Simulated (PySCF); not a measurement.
Computed shifts of a molecule C5H10O, HF/pcSseg-1 (PySCF), GIAO, gas phase, equivalent atoms averaged, in ppm (number of nuclei): ¹³C: 61.8 (1), 23.7 (1), 11.3 (1), 8.4 (2). ¹H: 3.66 (2), 1.29 (3), 1.18 (2), 0.82 (1), 0.35 (2). References: ¹³C against TMS (σ = 192.6 ppm); ¹⁷O against H2O (σ = 333.0 ppm); ¹H against TMS (σ = 31.99 ppm), references at their B3LYP-D3(BJ)/def2-TZVP geometries, non-relativistic. Geometry optimised at B3LYP-D3(BJ)/def2-SVP. Other conformers were not sampled.

Task: Identify the compound among the candidates.
A. C=C(C)OCC
B. C=C(CC)OC
C. C[C@@H]1C[C@@]1(C)O
D. CC1(CO)CC1

Result: D, CC1(CO)CC1
